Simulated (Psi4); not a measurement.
C₄H₄N, doublet, geometry from GFN2-xTB; SVWN/3-21G (Psi4).

Psi4 was given this input:
```
memory 2 GB

molecule mol {
0 2
H    -0.022168    0.025782    2.072187
N    -0.011004    0.037225    1.065010
C     0.015778    1.159625    0.282075
C    -0.020268   -1.066645    0.268602
C     0.022802    0.728539   -1.005338
C     0.000547   -0.667354   -1.045536
H     0.027217    2.144337    0.701227
H    -0.040862   -2.056169    0.682023
H    -0.000314   -1.299520   -1.909329
}

set {
  basis 3-21g
  reference uks
}

energy('svwn')
print_variables()
```

**Question.** What does Psi4 print? Leave out banner, timings and long lists.

**Answer.** 
```
   => Loading Basis Set <=

    Name: 3-21G
    Role: ORBITAL
    Keyword: BASIS

         ---------------------------------------------------------
                                   SCF
               by Justin Turney, Rob Parrish, Andy Simmonett
                          and Daniel G. A. Smith
                              UKS Reference
         ---------------------------------------------------------

  ==> Geometry <==

    Molecular point group: c1
    Full point group: C1

    Geometry (in Angstrom), charge = 0, multiplicity = 2:

       Center              X                  Y                   Z               Mass
    ------------   -----------------  -----------------  -----------------  -----------------
         H           -0.022710270282     0.007967076761     2.095368014884     1.007825032230
         N           -0.011546270282     0.019410076761     1.088191014884    14.003074004430
         C            0.015235729718     1.141810076761     0.305256014884    12.000000000000
         C           -0.020810270282    -1.084459923239     0.291783014884    12.000000000000
         C            0.022259729718     0.710724076761    -0.982156985116    12.000000000000
         C            0.000004729718    -0.685168923239    -1.022354985116    12.000000000000
         H            0.026674729718     2.126522076761     0.724408014884     1.007825032230
         H           -0.041404270282    -2.073983923239     0.705204014884     1.007825032230
         H           -0.000856270282    -1.317334923239    -1.886147985116     1.007825032230

  Running in c1 symmetry.

  Rotational constants: A =      0.34618  B =      0.30483  C =      0.16210 [cm^-1]
  Rotational constants: A =  10378.28903  B =   9138.45949  C =   4859.49664 [MHz]
  Nuclear repulsion =  153.694140940317425

  Charge       = 0
  Multiplicity = 2
  Electrons    = 35
  Nalpha       = 18
  Nbeta        = 17

  ==> Algorithm <==

  SCF Algorithm Type is DF.
  DIIS enabled.
  MOM disabled.
  Fractional occupation disabled.
  Guess Type is SAD.
  Energy threshold   = 1.00e-06
  Density threshold  = 1.00e-06
  Integral threshold = 1.00e-12

  ==> Primary Basis <==

  Basis Set: 3-21G
    Blend: 3-21G
    Number of shells: 33
    Number of basis functions: 53
    Number of Cartesian functions: 53
    Spherical Harmonics?: false
    Max angular momentum: 1

  ==> DFT Potential <==

   => LibXC <=

    Version 7.1.2
    S. Lehtola, C. Steigemann, M. J. T. Oliveira, and M. A. L. Marques,  SoftwareX 7, 1–5 (2018) (10.1016/j.softx.2017.11.002)

   => Composite Functional: SVWN <=

    Slater exchange
    Vosko, Wilk & Nusair (VWN5_RPA)
    P. A. M. Dirac,  Math. Proc. Cambridge Philos. Soc. 26, 376 (1930) (10.1017/S0305004100016108)
    F. Bloch,  Z. Phys. 57, 545 (1929) (10.1007/BF01340281)
    S. H. Vosko, L. Wilk, and M. Nusair,  Can. J. Phys. 58, 1200 (1980) (10.1139/p80-159)

    Deriv               =              1
    GGA                 =          FALSE
    Meta                =          FALSE

    Exchange Hybrid     =          FALSE
    MP2 Hybrid          =          FALSE

   => Exchange Functionals <=

    1.0000         XC_LDA_X

   => Correlation Functionals <=

    1.0000   XC_LDA_C_VWN_RPA

   => LibXC Density Thresholds  <==

    XC_LDA_C_VWN_RPA:  1.00E-15
    XC_LDA_X:  1.00E-15

   => Molecular Quadrature <=

    Radial Scheme          =       TREUTLER
    Pruning Scheme         =           NONE
    Nuclear Scheme         =       TREUTLER

    Blocking Scheme        =         OCTREE
    BS radius alpha        =              1
    Pruning alpha          =              1
    Radial Points          =             75
    Spherical Points       =            302
    Total Points           =         189634
    Total Blocks           =           1477
    Max Points             =            256
    Max Functions          =             53
    Weights Tolerance      =       1.00E-15

   => Loading Basis Set <=

    Name: (3-21G AUX)
    Role: JKFIT
[...]
    Using symmetric orthogonalization.

  ==> Pre-Iterations <==

  SCF Guess: Superposition of Atomic Densities via on-the-fly atomic UHF (no occupation information).

   -------------------------
    Irrep   Nso     Nmo
   -------------------------
     A         53      53
   -------------------------
    Total      53      53
   -------------------------

  ==> Iterations <==

                           Total Energy        Delta E     RMS |[F,P]|

   @DF-UKS iter SAD:  -207.12434966348548   -2.07124e+02   0.00000e+00
   @DF-UKS iter   1:  -206.86252232422862    2.61827e-01   1.36146e-02 DIIS/ADIIS
   @DF-UKS iter   2:  -206.75060764306642    1.11915e-01   1.56621e-02 DIIS/ADIIS
   @DF-UKS iter   3:  -207.12602956428680   -3.75422e-01   2.65821e-03 DIIS/ADIIS
   @DF-UKS iter   4:  -207.13328466661605   -7.25510e-03   1.56853e-03 DIIS/ADIIS
   @DF-UKS iter   5:  -207.13660489202545   -3.32023e-03   4.92130e-04 DIIS/ADIIS
   @DF-UKS iter   6:  -207.13693098878139   -3.26097e-04   8.69001e-05 DIIS
   @DF-UKS iter   7:  -207.13694283094537   -1.18422e-05   7.87205e-06 DIIS
   @DF-UKS iter   8:  -207.13694278529235    4.56530e-08   1.25430e-05 DIIS
   @DF-UKS iter   9:  -207.13694304442333   -2.59131e-07   1.63903e-06 DIIS
   @DF-UKS iter  10:  -207.13694305112611   -6.70278e-09   3.85817e-07 DIIS
  Energy and wave function converged.

  ==> Post-Iterations <==

   Electrons on quadrature grid:
      Nalpha   =   17.9999980963 ; deviation = -1.904e-06
      Nbeta    =   17.0000000929 ; deviation = 9.293e-08
      Ntotal   =   34.9999981892 ; deviation = -1.811e-06

   @Spin Contamination Metric:   4.919134453E-03
   @S^2 Expected:                7.500000000E-01
   @S^2 Observed:                7.549191345E-01
   @S   Expected:                5.000000000E-01
   @S   Observed:                5.000000000E-01

    Orbital Energies [Eh]
    ---------------------

    Alpha Occupied:

[...]
    Alpha Virtual:

[...]
    Beta Occupied:

[...]
    Beta Virtual:

[...]
    Final Occupation by Irrep:
              A
    DOCC [    17 ]
    SOCC [     1 ]
    NA   [    18 ]
    NB   [    17 ]

  @DF-UKS Final Energy:  -207.13694305112611

   => Energetics <=

    Nuclear Repulsion Energy =            153.6941409403174248
    One-Electron Energy =                -584.0971655561995703
    Two-Electron Energy =                 252.0798710870832053
    DFT Exchange-Correlation Energy =     -28.8137895223271627
    Empirical Dispersion Energy =           0.0000000000000000
    VV10 Nonlocal Energy =                  0.0000000000000000
    Total Energy =                       -207.1369430511261100

  UHF NO Occupations:
  HONO-2 :   16  A 1.9997349
  HONO-1 :   17  A 1.9979521
  HONO-0 :   18  A 1.0000000
  LUNO+0 :   19  A 0.0020479
  LUNO+1 :   20  A 0.0002651
  LUNO+2 :   21  A 0.0001116
  LUNO+3 :   22  A 0.0000210

Computation Completed

Properties will be evaluated at   0.000000,   0.000000,   0.000000 [a0]

Properties computed using the SCF density matrix

 Multipole Moments:

 ------------------------------------------------------------------------------------
     Multipole            Electronic (a.u.)      Nuclear  (a.u.)        Total (a.u.)
 ------------------------------------------------------------------------------------

 L = 1.  Multiply by 2.5417464519 to convert [e a0] to [Debye]
 Dipole X            :          0.0205553           -0.0358679           -0.0153126
 Dipole Y            :          0.9542421           -1.1782959           -0.2240537
 Dipole Z            :         -0.4625472            1.5331944            1.0706472
 Magnitude           :                                                    1.0939469

 ------------------------------------------------------------------------------------

  Variable Map:
  ----------------------------------------------------------------------------
[...]
  Array Variable Map:
  ----------------------------------------------------------------------------
[...]
[...]
```
